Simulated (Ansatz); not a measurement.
Total energies of C2H7B2F, SMILES `BC(B)CF`.

```xyz
12

B    -0.9879   -0.0353    1.1824
C    -0.0436    0.3132    0.0010
B     1.4119    0.2337    0.5323
C    -0.3320   -0.3828   -1.3031
F     0.5039    0.0954   -2.3033
H    -1.8427   -0.8655    1.0588
H    -0.8782    0.5383    2.2248
H    -0.2549    1.4026   -0.0481
H     1.7866    1.0055    1.3642
H     2.1507   -0.6241    0.1456
H    -0.1540   -1.4585   -1.2133
H    -1.3598   -0.2225   -1.6416
```

Total charge 0; spin multiplicity 1. All single points use the PBE0-D4/def2-TZVP geometry. It is one conformer, not always the lowest. Basis def2-TZVPP, the Gaussian-basis code of Ansatz.

RPA on PBE orbitals: Hartree–Fock energy of these orbitals -228.61672 Eh, correlation -1.33983 Eh (frozen core).

```tsv
functional	energy without D4 (Eh)	D4 term (kJ/mol)
LDA (SPW92)	-228.01868	–
PBE	-229.70101	-19.6
revPBE	-229.92629	-66.0
BLYP	-229.91828	-43.9
r2SCAN	-229.87411	-4.9
B97M-V	-229.99267	–
PBE0	-229.73390	-16.4
B3LYP	-230.02461	-31.3
r2SCANh	-229.86609	-5.1
r2SCAN0	-229.85508	-5.6
HSE06 (plane-wave form)	-229.72071	-15.1
BHLYP	-229.89750	-22.0
CAM-B3LYP	-229.90156	-16.4
LC-ωPBE	-229.85906	–
ωB97X-V	-229.94170	–
ωB97M-V	-229.90298	–
B2PLYP	-229.82048	–
PBE-QIDH	-229.70388	–
```

B3LYP takes the VWN-RPA correlation (the form of Gaussian; ORCA's B3LYP/G). HSE06 is the plane-wave form, built on full-range PBE exchange. The double hybrids freeze the cores in their second-order part.

LC-ωPBE has ω = 0.4 bohr⁻¹.
